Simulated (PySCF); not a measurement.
BLYP on Xe (xenon, neutral), [Kr] 4d10 5s1 5p6 5d1, high-spin 3D determinant (an excited configuration). Calculation: PySCF 2.14, in aug-cc-pVQZ-PP with ECP28MDF; a scalar-relativistic core potential.

```
cycle= 1 E= -328.486638003855  delta_E= -0.00913  |g|= 0.0365  |ddm|= 0.84
cycle= 2 E= -328.487001318461  delta_E= -0.000363  |g|= 0.034  |ddm|= 0.205
cycle= 3 E= -328.487556969836  delta_E= -0.000556  |g|= 0.00494  |ddm|= 0.0942
cycle= 4 E= -328.487561044752  delta_E= -4.07e-06  |g|= 0.000246  |ddm|= 0.00755
cycle= 5 E= -328.487561093759  delta_E= -4.9e-08  |g|= 3.52e-05  |ddm|= 0.000855
cycle= 6 E= -328.48756109464  delta_E= -8.81e-10  |g|= 3.23e-06  |ddm|= 9.13e-05
converged SCF energy = -328.48756109464  <S^2> = 2.0011149  2S+1 = 3.0007432
```

Highest occupied orbital energy: 0.192 eV; ⟨L²⟩ = 6.01; populations by l: s 3.00, p 12.00, d 11.00, f 0.00.

(1) Can this result be used?

Results:

(1) Not for this state. The calculation finished and met its thresholds. Energies and moments cover only the electrons outside the core potential. The outer electron is Rydberg-like, and this basis confines it to a smaller radius and binds it less than a complete one would. At BLYP the highest occupied level has a positive energy, so only the finite basis holds that electron; for this excited configuration the basis is too tight for the outer shell.
